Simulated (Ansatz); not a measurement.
C2H6GeO2 can be A, `[GeH3][O]C1CO1`, or B, `CC(=O)[O][GeH3]`.

Calculated with Ansatz (gas phase, PBE0-D4/def2-TZVP geometries, no zero-point term in ΔE). CBS: MP2 limit from def2 TZ/QZ plus the TZ coupled-cluster correction, frozen cores. Functionals use def2-TZVPP. B3LYP here is the variant with VWN-RPA as its local correlation; programs differ in this. For Ge outer-core shells are correlated without core-valence functions, which leaves a few kJ/mol of doubt a bond. Scalar relativity is left out up to krypton. Each species was taken in one conformer, which may not be the lowest.

(1) Which is lower in electronic energy at CCSD(T)/CBS, and by how much? (Best estimate.)

(2) Give E(B) − E(A) in kJ/mol with B3LYP, B2PLYP, r2SCAN-D4, CCSD(T)/def2-TZVPP, ωB97M-V, PBE0-D4, PBE-D4. (An estimate is asked.)

Largest T1 diagnostic: 0.014.

Answers

(1) The calculation gave: B, by 206.3 kJ/mol.

(2) Computed: B3LYP -212.8, B2PLYP -213.8, r2SCAN-D4 -209.1, CCSD(T)/def2-TZVPP -207.4, ωB97M-V -207.4, PBE0-D4 -200.6, PBE-D4 -201.8. None reverses the order clearly.

In def2-TZVPP, CCSD(T) changes the Hartree–Fock value by +17.2 kJ/mol (the triples alone add −0.9 kJ/mol) and MP2 by +17.7 kJ/mol.
